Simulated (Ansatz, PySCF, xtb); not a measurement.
Torsion F1–Pb2–S3–H4 in FHPbS (SMILES [F][Pb][SH]); at each angle all else is relaxed with GFN2-xTB, and the levels are single points there.
Geometry at 0° (charge 0, multiplicity 1):
```json
[
 {"atom": "F", "x (Å)": "1.7368", "y (Å)": "-0.8863", "z (Å)": "-0.1629"},
 {"atom": "Pb", "x (Å)": "0.9949", "y (Å)": "1.0277", "z (Å)": "-0.6183"},
 {"atom": "S", "x (Å)": "-1.4254", "y (Å)": "0.3986", "z (Å)": "-0.5014"},
 {"atom": "H", "x (Å)": "-1.2676", "y (Å)": "-0.8764", "z (Å)": "-0.2021"}
]
```

On the grid 0° to 330°, 90° is the highest and 0° the lowest point at CCSD(T)/CBS(def2-TZVPP, def2-QZVPP).

Run with Ansatz (Gaussian basis) for Hartree–Fock, density functionals and correlated methods; PySCF for the dispersion terms; xtb for the GFN methods.  In def2 rows elements past Kr take small-core potentials, without spin–orbit coupling.

Q: What energy at 90° less that at 0° does GFN1-xTB give?

A: 8.9 kcal/mol

Ansatz is an electronic-structure program.
